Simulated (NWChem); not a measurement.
System: BSiH3ClF; SMILES FB([SiH3])Cl

```xyz
7

B     -0.4116    -0.1403     0.0035
Cl     0.6570    -1.5366    -0.0075
F     -1.7062    -0.3811     0.0018
Si     0.3634     1.7377     0.0034
H     -0.6979     2.7825     0.1238
H      1.1146     1.9470    -1.2736
H      1.3257     1.8743     1.1397
```
Atoms are numbered in this order, from 1.

Results from NWChem. Coordinates come from a PBE0/def2-SVP optimisation. Level: PBE0/def2-SVPD; rows give the wavelength of the field.

```json
[
 {"field": "static", "isotropic polarisability (bohr³)": "58.1", "anisotropy (bohr³)": "19.3"},
 {"field": "1065 nm", "isotropic polarisability (bohr³)": "58.6", "anisotropy (bohr³)": "19.7"},
 {"field": "589 nm", "isotropic polarisability (bohr³)": "___", "anisotropy (bohr³)": "___"}
]
```

Question: Complete the blanks.

Answer: 
- 589 nm, isotropic polarisability (bohr³): 60.0
- 589 nm, anisotropy (bohr³): 20.6
